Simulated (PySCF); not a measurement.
Si(Cl)2(OH)(NH2) (Cl₂H₃NOSi), SMILES N[Si](O)(Cl)Cl. Geometry optimised at PBE0-D3(BJ)/def2-SVP. This is a generated structure with no PubChem entry under its InChIKey; it may be hypothetical. One conformer was computed; it need not be the lowest.

Computed with PBE0-D3(BJ)/def2-SVP (PySCF 2.14.0).

Harmonic wavenumbers (cm⁻¹): 138, 175, 218, 268, 277, 294, 301, 356, 500, 590, 802, 836, 903, 997, 1523, 3634, 3744, 3930. Rotational constants (GHz): 2.748, 1.952, 1.617; symmetry number 1.

Problem. Work out the zero-point energy and the ideal-gas rigid-rotor harmonic-oscillator thermochemistry at 298.15 K and 1 atm.

Solution. ZPE = ½ Σ hcν = ½ × 19485 cm⁻¹ = 116.54 kJ/mol. H − E(el) = 138.39 kJ/mol. Entropy in J/(mol K): translation 169.64, rotation 117.18, vibration 67.43, total 354.26. G − E(el) = 32.77 kJ/mol. Cp = 110.50 J/(mol K). Modes under 150 cm⁻¹ make the vibrational entropy uncertain.
